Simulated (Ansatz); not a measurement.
CH₇O₂Si₂, SMILES `CO[Si](O)[SiH3]` radical at its PBE0-D4/def2-TZVP geometry, where that method's forces vanish. The species carries charge 0 and has multiplicity 2.

```xyz
12

C     2.1858   -0.4042    0.6260
O     1.0904   -0.0559   -0.1936
Si   -0.4426   -0.6138   -0.0483
O    -0.8037   -0.5592    1.5697
Si   -1.7617    0.8392   -1.3602
H     1.9260   -0.3392    1.6858
H     2.5295   -1.4202    0.4065
H     2.9992    0.2917    0.4155
H    -1.5247   -1.1146    1.8706
H    -3.1840    0.4268   -1.2038
H    -1.3785    0.6746   -2.7873
H    -1.6358    2.2747   -0.9808
```

What forces (eV/Å) does PBE-D4/def2-TZVPP give on these atoms in Ansatz? (Best estimate.)

Ansatz gave: 
```
C1   0.187 -0.045  0.140
O2   0.122  0.333 -0.357
Si3 -0.379 -0.349 -0.435
O4   0.212  0.292  0.399
Si5  0.063 -0.007  0.043
H6  -0.031  0.005  0.237
H7   0.088 -0.220 -0.035
H8   0.186  0.143 -0.036
H9  -0.343 -0.263  0.148
H10 -0.135 -0.046  0.018
H11  0.033 -0.014 -0.148
H12 -0.003  0.170  0.026
```
